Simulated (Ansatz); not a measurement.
C$_{2}$H$_{6}$BGaO (`B[CH2][Ga]1[CH2][O]1`), 11 atoms. Total charge 0; spin multiplicity 1. Correlated methods include outer-core shells of Ga, which these sets cover unevenly. Scalar relativity is left out up to krypton. All runs use 4 threads of an Intel Xeon 6975P-C on a shared host. Correlated methods freeze the cores.

Question: How many basis functions does each run have, and how long does it take in Ansatz? RHF-CCSD(T)/def2-TZVPP energy; RHF-CCSD(T)/def2-SVP energy; RHF-MP2/def2-QZVPP energy; RKS ωB97M-V/def2-SVP energy; RKS revPBE-D4/def2-TZVPP energy; RKS BHLYP-D4/def2-TZVPP energy; RKS B97M-V/def2-TZVPP energy; RKS ωB97M-V/def2-QZVPP energy; RKS PBE0-D4/def2-SVP energy; RKS PBE0-D4/def2-QZVPP energy; RKS B2PLYP (frozen core)/def2-TZVPP energy; RKS PBE0-D4/def2-TZVP relaxation (15 steps). (An estimate is asked.)

Answer: Ansatz gave: Other jobs shared the machine, so times are rough.

```json
{"level": "RKS PBE0-D4/def2-SVP", "job": "energy", "functions": "118", "wall time": "0.7 s", "peak host memory (GiB)": "0.33"}
{"level": "RKS revPBE-D4/def2-TZVPP", "job": "energy", "functions": "256", "wall time": "1.2 s", "peak host memory (GiB)": "0.37"}
{"level": "RKS BHLYP-D4/def2-TZVPP", "job": "energy", "functions": "256", "wall time": "1.9 s", "peak host memory (GiB)": "0.76"}
{"level": "RKS ωB97M-V/def2-SVP", "job": "energy", "functions": "118", "wall time": "2.4 s", "peak host memory (GiB)": "0.44"}
{"level": "RKS B2PLYP (frozen core)/def2-TZVPP", "job": "energy", "functions": "256", "wall time": "4.1 s", "peak host memory (GiB)": "0.76"}
{"level": "RKS B97M-V/def2-TZVPP", "job": "energy", "functions": "256", "wall time": "4.5 s", "peak host memory (GiB)": "0.46"}
{"level": "RHF-CCSD(T)/def2-SVP", "job": "energy", "functions": "118", "wall time": "5 s", "peak host memory (GiB)": "0.69"}
{"level": "RKS PBE0-D4/def2-QZVPP", "job": "energy", "functions": "497", "wall time": "5.5 s", "peak host memory (GiB)": "2"}
{"level": "RKS ωB97M-V/def2-QZVPP", "job": "energy", "functions": "497", "wall time": "12 s", "peak host memory (GiB)": "2.4"}
{"level": "RHF-MP2/def2-QZVPP", "job": "energy", "functions": "497", "wall time": "19 s", "peak host memory (GiB)": "3.5"}
{"level": "RKS PBE0-D4/def2-TZVP", "job": "relaxation (15 steps)", "functions": "208", "wall time": "33 s", "peak host memory (GiB)": "0.64"}
{"level": "RHF-CCSD(T)/def2-TZVPP", "job": "energy", "functions": "256", "wall time": "54 s", "peak host memory (GiB)": "6.7"}
```
